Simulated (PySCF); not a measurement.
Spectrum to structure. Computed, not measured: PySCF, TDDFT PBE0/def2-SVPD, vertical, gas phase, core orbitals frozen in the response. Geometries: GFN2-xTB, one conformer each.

```tsv
state	E (eV)	f	main configurations (H = HOMO, L = LUMO)
S1	6.36	0.0031	H→L (96%)
S2	7.02	0.035	H→L+2 (66%), H→L+1 (25%)
S3	7.16	0.029	H→L+1 (71%), H→L+2 (26%)
S4	7.39	0.032	H→L+3 (88%)
S5	7.75	0.051	H→L+4 (93%)
S6	8.20	0.017	H→L+5 (90%)
```

Triplets computed (Tamm–Dancoff): 6.14, 6.86 eV.

Problem. Which candidate is it?
A. `CC[C@H](N)C(F)(F)F`
B. `[H]/N=C/[C@H](C)NC`
C. `CC#Cc1cnsn1`
D. `CCNCC(F)F`

Solution. D. Its S1 lies at 6.36 eV; the nearest of the others has S1 at 6.94 eV. S1 is HOMO→LUMO (96%). Löwdin shares by element: HOMO nitrogen 59%, carbon 20% or more, hydrogen 6% or more (atoms not listed hold the other 15%); LUMO carbon 44% or more, hydrogen 8% or more (atoms not listed hold the other 48%). At the same level the other candidates give, for their lowest levels:
- `CC#Cc1cnsn1`: 4.75 eV (f 0.000); 4.79 eV (f 0.276); 5.11 eV (f 0.000); 5.81 eV (f 0.000); 5.96 eV (f 0.075); T1 3.37 eV; HOMO -7.20, LUMO -1.78 eV
- `[H]/N=C/[C@H](C)NC`: 4.72 eV (f 0.002); 5.46 eV (f 0.001); 6.01 eV (f 0.005); 6.61 eV (f 0.007); 6.77 eV (f 0.002); T1 4.33 eV; HOMO -6.31, LUMO -0.24 eV
- `CC[C@H](N)C(F)(F)F`: 6.94 eV (f 0.022); 7.59 eV (f 0.002); 7.72 eV (f 0.003); 8.34 eV (f 0.021); 8.75 eV (f 0.007); T1 6.63 eV; HOMO -7.60, LUMO 0.71 eV

The values belong to the conformer `[CH3:1][CH2:2][NH:3][CH2:4][CH:5]([F:6])[F:7]`: C1–C2–N3–C4 -179°, C2–N3–C4–C5 180°, N3–C4–C5–F6 169°.

Without π bonds the low states may be Rydberg-like; a valence basis with one diffuse set may place them up to an eV too high.
